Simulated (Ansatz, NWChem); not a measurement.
**BrCl (bromine chloride): methods side by side**

BrCl has 2 atoms, charge 0, and is taken as a singlet. As SMILES, `ClBr`. The bond length is the measured one.

```xyz
2

Cl    0.0000    0.0000    0.0000
Br    0.0000    0.0000    2.1361
```

Each level gives the atomisation enthalpy at 298 K (kJ/mol). The values are calculated. The thermal term (zero-point and 298 K enthalpy, harmonic and unscaled) is that of SVWN5/def2-TZVP; the spin-orbit lowering of the free atoms at 298 K, 18.1 kJ/mol by their spectra, is taken off.

**What was measured.** Active Thermochemical Tables gives the atomisation enthalpy at 298 K of the gas as 219 kJ/mol.

```
               level                   kind  program  value (kJ/mol)  computed − measured  CPU time (all runs)
      HF/def2-TZVPPD           Hartree–Fock   Ansatz              56                 -163                3.6 s
    TPSS/def2-TZVPPD               meta-GGA   NWChem             227                   +8                 67 s
   BHLYP/def2-TZVPPD          global hybrid   NWChem             172                  -47                 52 s
 r2SCAN0/def2-TZVPPD        hybrid meta-GGA   Ansatz             200                  -19                 22 s
RPA@PBE0/def2-TZVPPD                    RPA   Ansatz             179                  -40                 14 s
     MP2/def2-TZVPPD    perturbation theory   NWChem             214                   -5                2 min
 CCSD(T)/def2-TZVPPD  coupled cluster or CI   Ansatz             197                  -22                 17 s
    CCSD/def2-TZVPPD  coupled cluster or CI   NWChem             180                  -39                4 min
          FCI/STO-3G     exact in the basis   Ansatz             173                  -46               0.56 s
```

Nearest: MP2/def2-TZVPPD (-5 kJ/mol); farthest: HF/def2-TZVPPD (-163 kJ/mol). Computed less measured by kind, in kJ/mol (def2-TZVPPD rows): Hartree–Fock -163; meta-GGA +8; global hybrid -47 to -19; RPA -40; perturbation theory -5; coupled cluster or CI -39 to -22. In a finite basis correlated wave-function methods underbind, so their errors here aren't those of the basis-set limit. All-electron rows without a relativistic Hamiltonian named are non-relativistic. High-level rows in very small sets aren't better than simpler rows in larger ones. In the correlated wave-function rows the outer d shell of Br is correlated, in sets not made for it. Times are those of the runs behind each value, whatever else they computed, on shared processors of several kinds: orders of magnitude only.
